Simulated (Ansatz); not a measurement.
A run for Ansatz (a quantum-chemistry and plane-wave program): U-PBE/def2-TZVPP on BFH (SMILES [BH]F), 2S+1 = 2.

Ansatz 0.2 input:
```yaml
crystal:
  periodic: [false, false, false]
  atoms:
    - {symbol: B, position_ang: [-0.61766696, 0.41851611, 0.03477885]}
    - {symbol: F, position_ang: [0.53347027, -0.21028263, -0.01645931]}
    - {symbol: H, position_ang: [-1.66206567, -0.19724721, -0.02527861]}
basis:
  gaussian:
    orbitals: def2-TZVPP
hamiltonian:
  xc: {name: PBE}
magnetization: {spin_polarized: true, initial_magnetization: 1}
accuracy: high
phonons: {}
```

Program output:

```
Functional definition: PBE
[...]
integrals: 0.06 GiB planned
1259 factors; integrals over basis functions are off by at most 2.1e-9 eV
mean field: 0.22 GiB planned
mean field evaluation 1: about -3404.7549 eV, gradient 1.9e1 eV
mean field evaluation 2: about -3402.9474 eV, gradient 3.3e1 eV
mean field evaluation 4: about -3405.9117 eV, gradient 5.9e-1 eV
mean field evaluation 8: about -3405.9137 eV, gradient 1.1e-2 eV
mean field evaluation 16: about -3405.9137 eV, gradient 3.1e-7 eV
mean field -3405.91368692 eV, -125.1650193833 hartree, gradient 9.2e-8 eV, S^2 0.751740; 0 other end points of the search recorded, 0 dependent functions left out
the calculation of the forces begins
reference -3405.91369013 eV, -125.1650195012 hartree; 8, 7 occupied and 68, 69 virtual orbitals, 1259 factors
these checks for a lower state are left out or cut short: stability, starts, cluster_reference, orbital_swaps, neighbouring_geometries, increment
integrals: 0.06 GiB planned
1259 factors; integrals over basis functions are off by at most 2.1e-9 eV
mean field: 0.22 GiB planned
mean field -3405.91362007 eV, -125.1650169264 hartree, gradient 8.0e-8 eV, S^2 0.751746; 0 other end points of the search recorded, 0 dependent functions left out
the calculation of the forces begins
reference -3405.91362328 eV, -125.1650170443 hartree; 8, 7 occupied and 68, 69 virtual orbitals, 1259 factors
these checks for a lower state are left out or cut short: stability, starts, cluster_reference, orbital_swaps, neighbouring_geometries, increment
integrals: 0.06 GiB planned
1259 factors; integrals over basis functions are off by at most 2.2e-9 eV
mean field: 0.22 GiB planned
mean field evaluation 32: about -3405.9136 eV, gradient 6.0e-8 eV
mean field -3405.91362007 eV, -125.1650169264 hartree, gradient 6.0e-8 eV, S^2 0.751735; 0 other end points of the search recorded, 0 dependent functions left out
the calculation of the forces begins
reference -3405.91362328 eV, -125.1650170445 hartree; 8, 7 occupied and 68, 69 virtual orbitals, 1259 factors
these checks for a lower state are left out or cut short: stability, starts, cluster_reference, orbital_swaps, neighbouring_geometries, increment
integrals: 0.06 GiB planned
1259 factors; integrals over basis functions are off by at most 2.2e-9 eV
mean field: 0.22 GiB planned
mean field -3405.91361420 eV, -125.1650167108 hartree, gradient 1.4e-8 eV, S^2 0.751743; 0 other end points of the search recorded, 0 dependent functions left out
the calculation of the forces begins
reference -3405.91361741 eV, -125.1650168288 hartree; 8, 7 occupied and 68, 69 virtual orbitals, 1259 factors
these checks for a lower state are left out or cut short: stability, starts, cluster_reference, orbital_swaps, neighbouring_geometries, increment
integrals: 0.06 GiB planned
1259 factors; integrals over basis functions are off by at most 2.1e-9 eV
mean field: 0.22 GiB planned
mean field -3405.91361436 eV, -125.1650167167 hartree, gradient 1.7e-8 eV, S^2 0.751738; 0 other end points of the search recorded, 0 dependent functions left out
the calculation of the forces begins
reference -3405.91361757 eV, -125.1650168346 hartree; 8, 7 occupied and 68, 69 virtual orbitals, 1259 factors
these checks for a lower state are left out or cut short: stability, starts, cluster_reference, orbital_swaps, neighbouring_geometries, increment
integrals: 0.06 GiB planned
1259 factors; integrals over basis functions are off by at most 2.2e-9 eV
mean field: 0.22 GiB planned
mean field -3405.91365229 eV, -125.1650181103 hartree, gradient 4.7e-8 eV, S^2 0.751739; 0 other end points of the search recorded, 0 dependent functions left out
the calculation of the forces begins
reference -3405.91365550 eV, -125.1650182283 hartree; 8, 7 occupied and 68, 69 virtual orbitals, 1259 factors
these checks for a lower state are left out or cut short: stability, starts, cluster_reference, orbital_swaps, neighbouring_geometries, increment
integrals: 0.06 GiB planned
1259 factors; integrals over basis functions are off by at most 2.1e-9 eV
mean field: 0.22 GiB planned
mean field evaluation 64: about -3405.9137 eV, gradient 6.1e-8 eV
mean field -3405.91365229 eV, -125.1650181104 hartree, gradient 6.1e-8 eV, S^2 0.751742; 0 other end points of the search recorded, 0 dependent functions left out
the calculation of the forces begins
reference -3405.91365550 eV, -125.1650182284 hartree; 8, 7 occupied and 68, 69 virtual orbitals, 1259 factors
these checks for a lower state are left out or cut short: stability, starts, cluster_reference, orbital_swaps, neighbouring_geometries, increment
integrals: 0.06 GiB planned
1259 factors; integrals over basis functions are off by at most 2.1e-9 eV
mean field: 0.22 GiB planned
mean field -3405.91363275 eV, -125.1650173923 hartree, gradient 6.1e-8 eV, S^2 0.751741; 0 other end points of the search recorded, 0 dependent functions left out
the calculation of the forces begins
reference -3405.91363596 eV, -125.1650175102 hartree; 8, 7 occupied and 68, 69 virtual orbitals, 1259 factors
these checks for a lower state are left out or cut short: stability, starts, cluster_reference, orbital_swaps, neighbouring_geometries, increment
integrals: 0.06 GiB planned
1259 factors; integrals over basis functions are off by at most 2.2e-9 eV
mean field: 0.22 GiB planned
mean field -3405.91363257 eV, -125.1650173857 hartree, gradient 3.5e-8 eV, S^2 0.751740; 0 other end points of the search recorded, 0 dependent functions left out
the calculation of the forces begins
reference -3405.91363578 eV, -125.1650175036 hartree; 8, 7 occupied and 68, 69 virtual orbitals, 1259 factors
these checks for a lower state are left out or cut short: stability, starts, cluster_reference, orbital_swaps, neighbouring_geometries, increment
integrals: 0.06 GiB planned
1259 factors; integrals over basis functions are off by at most 2.1e-9 eV
mean field: 0.22 GiB planned
mean field -3405.91366515 eV, -125.1650185829 hartree, gradient 5.4e-8 eV, S^2 0.751737; 0 other end points of the search recorded, 0 dependent functions left out
the calculation of the forces begins
reference -3405.91366836 eV, -125.1650187009 hartree; 8, 7 occupied and 68, 69 virtual orbitals, 1259 factors
these checks for a lower state are left out or cut short: stability, starts, cluster_reference, orbital_swaps, neighbouring_geometries, increment
integrals: 0.06 GiB planned
1259 factors; integrals over basis functions are off by at most 2.1e-9 eV
mean field: 0.22 GiB planned
mean field -3405.91366510 eV, -125.1650185814 hartree, gradient 5.6e-8 eV, S^2 0.751744; 0 other end points of the search recorded, 0 dependent functions left out
the calculation of the forces begins
reference -3405.91366831 eV, -125.1650186993 hartree; 8, 7 occupied and 68, 69 virtual orbitals, 1259 factors
these checks for a lower state are left out or cut short: stability, starts, cluster_reference, orbital_swaps, neighbouring_geometries, increment
integrals: 0.06 GiB planned
1259 factors; integrals over basis functions are off by at most 2.1e-9 eV
mean field: 0.22 GiB planned
mean field evaluation 96: about -3405.9137 eV, gradient 2.6e-5 eV
mean field -3405.91366133 eV, -125.1650184427 hartree, gradient 3.2e-8 eV, S^2 0.751738; 0 other end points of the search recorded, 0 dependent functions left out
the calculation of the forces begins
reference -3405.91366454 eV, -125.1650185606 hartree; 8, 7 occupied and 68, 69 virtual orbitals, 1259 factors
these checks for a lower state are left out or cut short: stability, starts, cluster_reference, orbital_swaps, neighbouring_geometries, increment
integrals: 0.06 GiB planned
1259 factors; integrals over basis functions are off by at most 2.1e-9 eV
mean field: 0.22 GiB planned
mean field -3405.91366133 eV, -125.1650184426 hartree, gradient 3.7e-8 eV, S^2 0.751743; 0 other end points of the search recorded, 0 dependent functions left out
the calculation of the forces begins
reference -3405.91366454 eV, -125.1650185605 hartree; 8, 7 occupied and 68, 69 virtual orbitals, 1259 factors
Total energy: -3405.91369013 eV, -125.1650195012 hartree
Atom 0 at    -0.617667     0.418516     0.034779 Å, force    -0.000017    -0.000007    -0.000001 eV/Å
Atom 1 at     0.533470    -0.210283    -0.016459 Å, force     0.000005    -0.000002    -0.000000 eV/Å
Atom 2 at    -1.662066    -0.197247    -0.025279 Å, force     0.000012     0.000009     0.000001 eV/Å
Dipole moment:    -0.091009    -0.075216    -0.007170 e Å
Vibrations: 965.54 1298.66 2458.81 cm⁻¹, zero-point energy 0.292789 eV
```

The calculation finished and met its thresholds.

Cost: roughly 23 core-seconds.
